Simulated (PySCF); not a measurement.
SMILES Cl[SiH]([Si](Cl)Cl)Cl (HCl4Si2), doublet at its PBE0/def2-SVP optimised geometry (Å):

```
7

Cl     0.3373     2.3852    -1.7535
Si    -0.3434     1.5155     0.0000
Cl    -2.4155     1.5349     0.0033
Si     0.3563    -0.7354     0.0000
Cl     2.4155    -0.7354     0.0000
Cl    -0.3562    -1.5981     1.7285
H     -0.1179    -1.5349    -1.1611
```

Computed with unrestricted PBE0/def2-TZVP run with PySCF. Cells within 0.4 Å of a nucleus heavier than hydrogen are left out (blank, or x).

Map of the deformation density (molecule minus spherical neutral atoms) (e/bohr³) on the plane z = 0.0 Å:

```
|22222222222222222222222222222|
|22222222222222222222222222222|
|22222222222222222222222222222|
|22222222222222222222222222222|
|22222222222222222222222222222|
|22222222222222222222222222222|
|22222333322111222222222222222|
|22222344333101222222222222222|
|22222354355212221222222222222|
|222111xx2773xxx11122222222222|
|222112xx2663xx221122222222222|
|22222354344224653222222222222|
|22222333332247974222222222222|
|22222233222248984222333322222|
|22222222222236863233344322222|
|22222222222112322255345322222|
|22222222221100xxx3772xx111222|
|222222222221001xx3672xx211222|
|22222222222111110145345322222|
|22222222222222100023333322222|
|22222222222222211122233222222|
|22222222222222221222222222222|
|22222222222222222222222222222|
|22222222222222222222222222222|
|22222222222222222222222222222|
|22222222222222222222222222222|
|22222222222222222222222222222|
|22222222222222222222222222222|
|22222222222222222222222222222|
```
Scale: ten equal steps from -0.016 (start of '0') to 0.041 (end of '9'), in the order '0123456789'; x runs from -4.50 to 4.50, y from -4.50 (bottom) to 4.50 (top).
